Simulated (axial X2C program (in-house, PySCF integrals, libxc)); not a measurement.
**Nuclear properties of TaP**

Computed with an axial X2C code built on PySCF integrals: two-component X2C with atomic mean-field Coulomb and Gaunt terms, Gaussian nuclei, basis Ta dyall-cv3z, P dyall-v3z with contracted cores.

R = 2.146 Å (near the PBE0 minimum at charge 0 of the determinant lowest at the starting distance; the state shown can have its own minimum elsewhere).

Input and command:
```json
{"zs": [73, 15], "q": 0, "bas": ["dyall-cv3z", "dyall-v3z"], "r0": 2.28, "levels": ["PBE0", "HF", "BP86", "PBE", "PBE50"], "nst": 3}
```
```bash
python soeom.py task.json out
```

Keys: zs atomic numbers; q charge; bas basis sets; r0 starting distance in Å; levels methods; nst determinants followed.

Determinant lowest in the PBE0 search, Ω = 1 (⟨Sz⟩ = -0.99, ⟨Lz⟩ = 1.99 at PBE0), spin on the atoms Ta -1.23, P 0.24:

```
level  Eeff magnitude (GV/cm)  Ws magnitude Ta (kHz)  A∥/gI Ta (MHz)  qzz Ta (a.u.)  A∥/gI P (MHz)  qzz P (a.u.)  μ (D)
 PBE0                    25.9                   22.8           -2490          -2.90          -57.5         -0.84  -4.71
   HF                    41.7                     37           -2650          -4.19          -80.8         -1.69  -5.22
 BP86                      22                   19.3           -2400          -3.44          -46.2         -0.72  -4.00
  PBE                    22.2                   19.4           -2250          -3.41          -47.8         -0.72  -4.08
PBE50                    30.3                   26.6           -2730          -2.66          -71.6         -1.00  -5.27
```

Determinant 0.30 eV from it at PBE0 and this distance, Ω = 0 (closed shell), highest spinor 44% Ta s, 44% Ta d, 6% P p:

```tsv
level	qzz Ta (a.u.)	qzz P (a.u.)	μ (D)
PBE0	-8.99	-1.22	-3.60
HF	-8.20	-1.39	-4.74
BP86	-9.40	-1.16	-3.10
PBE	-9.31	-1.16	-3.18
PBE50	-8.67	-1.29	-4.04
```

Eeff is the effective electric field on the electron electric dipole moment in this Ω state and Ws the scalar–pseudoscalar constant of the nucleus named (defined with the proton number Z and per Ω); A∥ (defined per Ω) follows by multiplying with gI = μI/(I μN); qzz is the electric field gradient, eQq0 = 234.96 MHz × Q/barn × qzz; μ is positive if the P end (last atom) is positive. The operators were transformed with the bare-nucleus X2C matrices; with these basis sets, hyperfine constants and field gradients can be off by tens of per cent, and where levels differ in sign neither size nor sign is settled.

(1) With gI(181Ta) = 0.6773, Q(181Ta) = 3.17 barn, gI(31P) = 2.2632 (g factors from the IAEA table of nuclear moments by Stone; Q from Pyykkö, Mol. Phys. 2018), turn the PBE0 values of the first state into constants in MHz.

Each state is one determinant with collinear spin, which with several unpaired electrons need not be a pure state. Unrestricted Hartree–Fock can overshoot spin polarisation at the nuclei. With several open shells hyperfine constants can be off by a factor of several. Open-shell Ω = 0 determinants with evenly filled partner blocks cannot be reached by this program, so the Ω shown need not be the lowest component. States lie within half an eV, so the first need not be the ground state. Further determinants of the search, some of them spin-mixed, are not shown. Where a field gradient or hyperfine factor spreads by more than a factor of two over the levels, a constant derived from it is not to be relied on. PBE0 term energies can be off by some tenths of an eV.

Answers

(1) A∥(181Ta) = -2490 × 0.6773 = -1690 MHz; eQq0(181Ta) = 234.96 × (3.17) × (-2.90) = -2160 MHz; A∥(31P) = -57.5 × 2.2632 = -130 MHz.
